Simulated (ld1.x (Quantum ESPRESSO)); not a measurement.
# Which change was made? (Eu, ultrasoft)

```json
{
 "Element": "europium (Eu)",
 "Generator": "ld1.x (Quantum ESPRESSO) 7.5",
 "Type": "ultrasoft",
 "Functional": "PBEsol",
 "Relativity": "scalar-relativistic",
 "Frozen core": "[Kr] 4d10",
 "Valence charge": "17",
 "Reference configuration": "4f6 5s2 5p6 5d1 6s2 6p0",
 "Partial waves": "5s (bound): rcut 1.75, rcutus 1.95 bohr; 6s (bound): rcut 1.75, rcutus 1.95 bohr; 5p (bound): rcut 2.25, rcutus 3.10 bohr; 6p (bound, empty): rcut 2.25, rcutus 3.10 bohr; 5d (bound): rcut 2.75, rcutus 3.15 bohr; 5d channel at 0.8 Ry: rcut 2.75, rcutus 3.15 bohr; 4f (bound): rcut 0.90, rcutus 1.15 bohr; 4f channel at 0.6 Ry: rcut 0.90, rcutus 1.15 bohr",
 "Local potential": "all-electron potential smoothed inside 1.10 bohr (lloc = -2)",
 "Core correction": "Bessel-smoothed model core inside 1.05 bohr",
 "Augmentation charge": "PSQ, radius 0.70 bohr"
}
```

Cutoffs, loose and tight: the cutoffs (Ry, on a coarse ladder) from which the occupation-weighted sum of valence levels, in a spherical-Bessel basis at the reference potential, stays within 10 and 1 mRy of its value at 400 Ry. They do not see the model core or the augmentation charge, which bear on the density cutoff. Test errors are all-electron minus pseudo excitation energies from the reference, over the configurations 4f7 5s2 5p6 5d0 6s2 6p0; 4f7 5s2 5p6 5d0 6s1 6p0; 4f7 5s2 5p6 5d0 6s0 6p0; 4f6 5s2 5p6 5d0 6s2 6p0; 4f7 5s2 5p6 5d0 6s1 6p1; 4f7 5s2 5p6 5d0 6s0 6p1; 4f6 5s2 5p6 5d0 6s0 6p0; variants that change the core or the reference have their own tests.

The base gives: outcome: generated, overlap not positive; bound ghosts: not determined (overlap not positive); largest test error (meV): test run stopped at test 1 of 7 (negative rho).

**Question.** After one change the result is: outcome: failed: find_q: too many iterations. Which change was it?
A. type TM; waves now 5s (bound): rc 1.95 bohr; 5p (bound): rc 3.10 bohr; 5d (bound): rc 3.15 bohr; 4f (bound): rc 1.15 bohr; local potential all-electron potential smoothed inside 2.70 bohr (lloc = -1)
B. augmentation PSQ, radius 0.80 bohr
C. local potential all-electron potential smoothed inside 3.52 bohr (lloc = -2)
D. all radii but the core radius scaled by about 0.85 (s 1.66, p 2.62, d 2.66, f 0.98 bohr, rcut 1.48/1.90/2.32/0.76); local potential all-electron potential smoothed inside 0.94 bohr (lloc = -2); augmentation PSQ, radius 0.60 bohr

**Answer.** D. The others give: type TM; waves now 5s (bound): rc 1.95 bohr; 5p (bound): rc 3.10 bohr; 5d (bound): rc 3.15 bohr; 4f (bound): rc 1.15 bohr; local potential all-electron potential smoothed inside 2.70 bohr (lloc = -1) → outcome: failed: run_pseudo: Errors in PS-KS equation | augmentation PSQ, radius 0.80 bohr → outcome: failed: chargeps: negative rho | local potential all-electron potential smoothed inside 3.52 bohr (lloc = -2) → outcome: generated; cutoff, loose: 140 Ry; cutoff, tight: 230 Ry; bound ghosts: none; largest test error (meV): test run stopped at test 1 of 7 (negative rho). A file whose overlap is not positive is unfit for use, and its test errors describe a broken file.
